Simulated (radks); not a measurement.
Numerical settings for neutral lithium, [He] 2s1. Calculated with a radial shooting solver on a logarithmic mesh with Libxc functionals: scalar-relativistic Kohn-Sham, PBE, spin-unpolarised, spherical densities, point nucleus; without spin polarisation the odd electron is poorly described. The defaults (mesh step 0.008 in ln r, mesh end at 40 bohr or more with all orbitals vanishing there, Anderson mixing 0.5 over 9 steps, residual threshold near 1e-9 with the energy settled to 1e-9 hartree or 1e-11 of itself, here a cap of 68 iterations) give E = -7.4522 hartree and 2s at -2.874 eV in 14 iterations. Run on one thread of a shared host, so times are rough (Intel(R) Xeon(R) Platinum 8488C): 0.03 s of CPU time, 0.03 s wall, 14 iterations on 2496 mesh points. Changes against that run (0 stands for a change within the tolerance of the run):

| setting | iterations | converged | E (mhartree) | e(2s) (meV) | CPU (s) |
|---|---|---|---|---|---|
| mesh step in ln r 0.03 | 13 | yes | 0 | 0 | 0.01 |
| mesh step in ln r 0.12 | 68 | no | -4.52e+04 | - | 0.07 |
| mesh step in ln r 0.012 | 14 | yes | 0 | 0 | 0.02 |
| mesh end (bohr) 8 | 14 | yes | +8.16 | +474 | 0.03 |
| mesh end (bohr) 1 | 12 | level above zero | +1.57e+04 | +3.92e+05 | 0.02 |
| residual threshold 1e-05 | 9 | yes | 0 | +0.0181 | 0.02 |
| residual threshold 1e-16 | 68 | no | 0 | 0 | 0.11 |
| mixing 0.2 | 15 | yes | 0 | 0 | 0.04 |
| linear mixing, mixing 0.05 | 68 | no | +0.0143 | -66.7 | 0.13 |
| linear mixing, mixing 0.8 | 17 | yes | 0 | 0 | 0.03 |
| mixing history 2 | 20 | yes | 0 | 0 | 0.04 |
| iteration cap 2 | 2 | no | +8.69 | -2.83e+03 | 0.01 |

Settled on a wrong energy, with an occupied level pushed above zero by the early mesh end: mesh end (bohr) 1 (+15.7 hartree). Apart from these: settings that end as converged yet miss the energy by more than 1 mhartree: mesh end (bohr) 8 (+0.00816 hartree). A mesh that ends early acts as a hard wall.
